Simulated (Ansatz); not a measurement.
Geometry optimisation, RKS r2SCAN-D4/def2-SVP (Ansatz).

The input (input.yaml):

```yaml
crystal:
  periodic: [false, false, false]
  atoms:
    - { symbol: B, position_ang: [-0.8499, 1.009336, 0.610462] }
    - { symbol: "N", position_ang: [0.662826, -1.01175, -0.720776] }
    - { symbol: O, position_ang: [-1.769211, 0.801969, -0.15416] }
    - { symbol: H, position_ang: [-0.28622, -0.723148, -0.955134] }
    - { symbol: Cl, position_ang: [0.30552, 1.446992, 1.765603] }
    - { symbol: H, position_ang: [0.668201, -1.326816, 0.247619] }
    - { symbol: H, position_ang: [1.268685, -0.196484, -0.793714] }
basis:
  gaussian: { orbitals: def2-SVP }
hamiltonian:
  xc: r2scan
  dispersion: d4
relax:
  f_tol: 0.03
  max_steps: 50
```

Launched with:

```bash
$ ansatz run input.yaml --threads 2 --pin off --max-ram 3072MiB --backend cpu --events-out ev --progress --plain --runs-dir out
```

Question: Where does it end, and by what steps?

Answer: The run converged. After 7 steps the energy has fallen by 0.024 eV; H4 moved furthest, 0.19 Å.

| step | energy less start (eV) | largest force component (eV/Å) | accepted |
| --- | --- | --- | --- |
| 0 | 0.0000 | 0.164 | yes |
| 1 | -0.0173 | 0.234 | yes |
| 2 | 0.0319 | 2.583 | no |
| 3 | -0.0210 | 0.151 | yes |
| 4 | -0.0223 | 0.119 | yes |
| 5 | -0.0235 | 0.088 | yes |
| 6 | -0.0243 | 0.036 | yes |
| 7 | -0.0244 | 0.005 | yes |

```xyz
7
Properties=species:S:1:pos:R:3
B -0.917 1.107 0.678
N 0.733 -1.080 -0.755
O -1.829 0.893 -0.090
H -0.215 -0.859 -1.060
Cl 0.286 1.492 1.803
H 0.673 -1.340 0.229
H 1.268 -0.214 -0.804
```

Whether the end is a true minimum wasn't checked by a vibrational analysis.

The run took 11 s on 2 threads of Intel(R) Xeon(R) Platinum 8488C (Sapphire Rapids), on a shared host, peak memory 0.19 GiB.
